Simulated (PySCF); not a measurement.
Choosing a molecule for a target property.

All species are isolated and taken at one optimised geometry (atoms past krypton carry core potentials, spin–orbit coupling is left out). Electronic properties by PySCF.

The conformers computed, where there is a choice (atom-mapped SMILES and torsion angles):
- `[CH3:1][SiH2:2][As:3]([SiH3:4])[SiH3:5]`: C1–Si2–As3–Si4 74°
- `[AlH3-:1][N+:2]#[C:3][CH2:4][CH:5]1[CH2:6][CH2:7][CH2:8]1`: C3–C4–C5–C6 -51°

Question: Wanted: HOMO–LUMO gap below 8.9 eV (CAM-B3LYP/def2-SVPD) and static isotropic polarisability above 105 au (CAM-B3LYP/def2-SVPD), at PBE0-D3(BJ)/def2-SVP geometries. Which candidate meets both?
A. `N#CB(C#N)C#N`
B. `C1(CC#[N+][AlH3-])CCC1`
C. `C[SiH2][As]([SiH3])[SiH3]`
D. `[Cl][Zr]([Cl])([Cl])[Br]`

Answer: B. Computed values:
| species | HOMO–LUMO gap | static isotropic polarisability |
| --- | --- | --- |
| N#CB(C#N)C#N | 8.25 eV | 60.1 au |
| C1(CC#[N+][AlH3-])CCC1 | 8.64 eV | 106.9 au |
| [Cl][Zr]([Cl])([Cl])[Br] | 8.77 eV | 103.3 au |
| C[SiH2][As]([SiH3])[SiH3] | 9.03 eV | 133.9 au |
